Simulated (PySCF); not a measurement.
# Excitation energy of Ni²⁺ by level of theory

Ni²⁺ [Ar] 3d8 (3F) → Ni²⁺ [Ar] 3d7 4p1 (high-spin determinant), as a difference of total energies. Computed with PySCF 2.14 in ANO-RCC-VTZP (6s5p3d2f1g, 59 functions), with the spin-free X2C one-electron Hamiltonian (Gaussian nucleus). Correlated levels: valence and next inner shell: [Ne] frozen. The calculations carry no spin-orbit coupling.

| method | excitation energy (eV) |
| --- | --- |
| UHF | 12.012 |
| MP2 (valence and next inner shell) | 14.206 |
| SCS-MP2 (valence and next inner shell) | 14.109 |
| CCSD (valence and next inner shell) | 13.590 |
| CCSD(T) (valence and next inner shell) | 13.640 |

How much does correlation contribute at CCSD(T) (valence and next inner shell)?

13.640 − (12.012) = 1.628 eV, measured against UHF.

A first-order spin-orbit estimate (lowest level to lowest level, LS coupling) adds 0.031 eV.

The basis was made for the ground configuration and has no added diffuse functions, so the excitation energy can come out too high.

The determinant of the upper state mixes LS terms, which raises its energy above the lowest term, most at the Hartree-Fock and MP2 levels.
